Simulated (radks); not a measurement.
Ag2+, 45 electrons, occupied as [Ar] 3d10 4s2 4p5 4d9 5s1 (not the ground configuration). Method: Dirac Kohn-Sham, exchange-only B88, spin-unpolarised, spherical densities, finite nucleus; open shells fill j = l - 1/2 first; Fermi nuclear charge, rms radius 4.5454 fm; computed with a radial shooting solver on a logarithmic mesh with Libxc functionals.

Radial electron density D(r) = 4 pi r^2 rho(r):

r (bohr)  D(r) (e/bohr)
0.001068          1.410
0.001233          1.819
0.001424          2.342
0.001645          3.007
0.0019            3.848
0.002194          4.906
0.002554          6.309
0.00295           7.967
0.003406          10.00
0.003934          12.48
0.004543          15.44
0.005247          18.94
0.00606           23.00
0.006998          27.61
0.008082          32.70
0.009334          38.13
0.01087           43.99
0.01255           49.35
0.01449           54.11
0.01674           57.85
0.01933           60.16
0.02232           60.80
0.02578           59.77
0.02978           57.45
0.03439           54.65
0.03971           52.50
0.04586           52.21
0.05339           54.86
0.06166           60.16
0.07121           66.96
0.08224           73.06
0.09498           75.93
0.1097            73.93
0.1267            67.39
0.1463            58.96
0.169             52.51
0.1951            51.06
0.2272            54.81
0.2623            59.61
0.303             60.49
0.3499            54.47
0.4041            42.72
0.4667            29.78
0.539             20.45
0.6225            16.72
0.7189            17.04
0.8302            18.15
0.9588            17.57
1.116             14.68
1.289             10.89
1.489             7.321
1.719             4.594
1.986             2.764
2.293             1.613
2.648            0.9022
3.058            0.4696
3.532            0.2186
4.079           0.08716
4.749           0.02665
5.484          0.006759
6.334          0.001285
7.315         0.0001743

D(r) has 4 maxima, at r = 0.0220, 0.0965, 0.289, 0.857 bohr, and minima at 0.0434, 0.189, 0.653 bohr, inside which lie 2.04, 11.21, 29.10 electrons.
